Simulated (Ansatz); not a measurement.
Cost and result for the atomization energy of CH$_{4}$N$_{2}$OSi (`N#CN[SiH2]O`) (9 atoms, 8 bonds).

```xyz
9

N    -2.273    1.414    0.960
C    -1.668    0.555    0.477
N    -0.936   -0.400   -0.090
Si    0.731   -0.168   -0.575
O     1.811   -0.352    0.637
H    -1.339   -1.325   -0.041
H     1.008   -1.258   -1.529
H     0.776    1.197   -1.139
H     1.892    0.337    1.299
```

Total charge 0; spin multiplicity 1. The structure was optimised at the PBE0-D4/def2-TZVP level. It is one conformer, not always the lowest. Program: Ansatz. All runs use 2 threads of an AMD EPYC 9R45 on a shared host. Times are those of one run each, without the atoms' runs, and a repeat can differ threefold. Electronic energies, without spin–orbit coupling; frozen cores. CCSD(T)/CBS adds CCSD(T) − MP2 in def2-TZVPP to the MP2 limit, and its time is that of the two runs behind it. T1 = 0.013. B3LYP takes the VWN-RPA correlation (the form of Gaussian; ORCA's B3LYP/G). HSE06 is the plane-wave form, built on full-range PBE exchange.

CCSD(T)/CBS is a level of theory with its own doubt, some kJ/mol a heavy atom from the limit and from the frozen cores, so smaller differences don't rank the functionals.

| level | functions | wall time | atomization (kcal/mol) | difference from CCSD(T)/CBS | per bond |
| --- | --- | --- | --- | --- | --- |
| LDA (SPW92)/def2-TZVPP | 222 | 0.65 s | 988.6 | 137.3 | 17.2 |
| BLYP-D4/def2-TZVPP | 222 | 1.1 s | 862.4 | 11.1 | 1.4 |
| PBE0-D4/def2-TZVPP | 222 | 1.4 s | 848.3 | -3.0 | -0.4 |
| BHLYP-D4/def2-TZVPP | 222 | 1.6 s | 815.6 | -35.7 | -4.5 |
| HSE06-D4/def2-TZVPP | 222 | 1.6 s | 849.1 | -2.2 | -0.3 |
| r2SCAN-D4/def2-TZVPP (with forces) | 222 | 2 s | 847.6 | -3.7 | -0.5 |
| CCSD(T)/def2-SVP | 94 | 2.1 s | 783.7 | -67.6 | -8.5 |
| B3LYP-D4/def2-TZVPP (with forces) | 222 | 2.2 s | 854.1 | 2.8 | 0.4 |
| r2SCANh-D4/def2-TZVPP | 222 | 2.3 s | 838.4 | -12.9 | -1.6 |
| PBE-QIDH/def2-TZVPP | 222 | 2.9 s | 838.8 | -12.5 | -1.6 |
| MP2/def2-QZVPP | 418 | 9.5 s | 864.5 | 13.2 | 1.7 |
| CCSD(T)/def2-TZVPP | 222 | 43 s | 821.9 | -29.4 | -3.7 |
| CCSD(T)/CBS(def2) | – | 52 s | 851.3 | 0.0 | 0.0 |

At CCSD(T), def2-SVP lies −67.6 kcal/mol from the extrapolated value and def2-TZVPP −29.4 kcal/mol: correlation converges slowly with the basis, and small sets miss more of it in the bonded molecule than in its fragments. Leaving LDA and LC-ωPBE aside and taking each functional with its dispersion term where it has one, the values, not all of them listed here, spread over 60.8 kcal/mol, from BHLYP-D4 to PBE-D4. LDA lies +116.3 kcal/mol from PBE without D4, its usual overbinding. From BLYP to BHLYP (50 % exact exchange), in def2-TZVPP and without D4, the atomization energy moves by −42.7 kcal/mol: exact exchange takes away binding that semilocal exchange gives to molecules.
